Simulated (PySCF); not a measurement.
## Arsenic: a sound run and one with changed settings

Sound run: As⁺ [Ar] 3d10 4s2 4p2, As²⁺ [Ar] 3d10 4s2 4p1. Calculation: PySCF 2.14, in jorge-DZP-DKH; scalar relativity by spin-free X2C-1e. In the sound run the correlated levels freeze [Ar] 3d10. The sound run starts from symmetry-adapted Hartree-Fock orbitals and uses a fine grid where one is needed.

Changed run: a valence shell is frozen. This setting is unsound on purpose.

| species | method | sound run (hartree) | changed run (hartree) | converged |
| --- | --- | --- | --- | --- |
| As⁺ | MP2 | -2258.57238 | -2258.54847 | yes |
| As⁺ | CCSD(T) | -2258.58114 | -2258.54880 | yes |

Ionisation energy of As⁺:

| method | sound run (eV) | changed run (eV) |
| --- | --- | --- |
| UHF | 17.947 | 17.947 |
| MP2 | 17.928 | 17.983 |
| SCS-MP2 | 17.880 | 17.959 |
| CCSD | 17.859 | 17.992 |
| CCSD(T) | 17.860 | 17.992 |
| CCSDT | n/a | 17.992 |
| FCI | n/a | 17.992 |

Freezing a valence shell removes pair correlation that changes on ionisation.

For comparison, NIST gives 18.589 eV between the lowest levels.
